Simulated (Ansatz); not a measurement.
The cluster Li₂Al₂⁻ (the lowest doublet isomer of a short search) was relaxed with PBE-D4 (def2-TZVPD) in Ansatz in these states: charge -1 doublet, charge -1 quartet. The geometries follow in no particular order.

A:

Cartesian coordinates in Å:
```
Li -1.681 0.176 0.619
Li 0.667 -1.016 1.327
Al 0.850 1.472 -0.340
Al 0.164 -0.631 -1.606
```

B:

Cartesian coordinates in Å:
```
Li 0.571 -0.682 -1.552
Li 0.987 1.304 0.724
Al -0.106 -1.167 1.038
Al -1.453 0.544 -0.209
```

Q: Judge from the bond lengths which geometry belongs to which state (an estimate).

A: A is the charge -1 quartet (Li1–Li2 2.726 Å, Li2–Al4 3.001 Å, Li2–Al3 3.001 Å); B is the charge -1 doublet (Li1–Li2 3.049 Å, Li2–Al4 2.721 Å, Li2–Al3 2.721 Å).

At PBE-D4/def2-TZVPD the highest occupied level of the charge -1 quartet lies above zero (up to 0.75 eV). It is a level of α spin, whose loss leaves a triplet; that state wasn't run at this geometry and level. The electron is either unbound and held by the finite basis, or the level is raised by self-interaction error. At PBE-D4/def2-TZVPD the highest occupied level of the charge -1 doublet lies above zero (up to 0.46 eV). By energy differences its removal costs 1.27 eV (vertical, to the charge 0 singlet, at PBE-D4/def2-TZVPD); a positive level beside a positive removal energy at the same level points to self-interaction error. At PBE0-D4/def2-TZVPD a doublet lies 0.77 eV below the charge -1 quartet. These are the stationary points nearest to one start from a short search; other shapes may lie lower in each state.
